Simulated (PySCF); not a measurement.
A GIAO shielding run with PySCF 2.14.0 with density-fitted response routines (density fitting, non-relativistic, gas phase) on `C#CCC[SiH2]/C=C\C(=O)O`, C₇H₁₀O₂Si:

```
$ OMP_NUM_THREADS=1 python probes_run.py task.json out

{"job": {"kind": "nmr", "xc": "PBE0", "basis": "pcSseg-1"}, "charge": 0, "multiplicity": 1}
C      4.620107    -0.883684    -0.589948
C      3.487848    -0.523224    -0.733647
C      2.109778    -0.094391    -0.855925
C      1.507269     0.251292     0.509360
Si    -0.327340     0.789057     0.403273
C     -1.227571    -0.807071    -0.093483
C     -2.546068    -0.826060    -0.276768
C     -3.279130     0.418764    -0.087645
O     -2.754144     1.465807     0.232675
O     -4.594035     0.321296    -0.295178
H      5.615077    -1.196807    -0.478826
H      2.067007     0.781083    -1.510439
H      1.534805    -0.896268    -1.329591
H      1.625647    -0.608562     1.171468
H      2.094294     1.056300     0.952370
H     -0.711245     1.211252     1.748669
H     -0.400726     1.791720    -0.659622
H     -0.674761    -1.726805    -0.224749
H     -3.128660    -1.692677    -0.554300
H     -5.023302     1.179656    -0.150123
```

Hardware: 1 thread of an Arm Neoverse N1, shared host. The job also computes population analyses, field gradients.

Q: How large is the calculation?

A: 82 electrons, 227 basis functions and 1196 auxiliary functions.

Q: How long does it take, and how much memory does it need?

A: 88 s of wall time, with 14 SCF cycles and 5 response iterations; peak memory 0.96 GiB. Times on a shared host scatter by some tens of per cent.
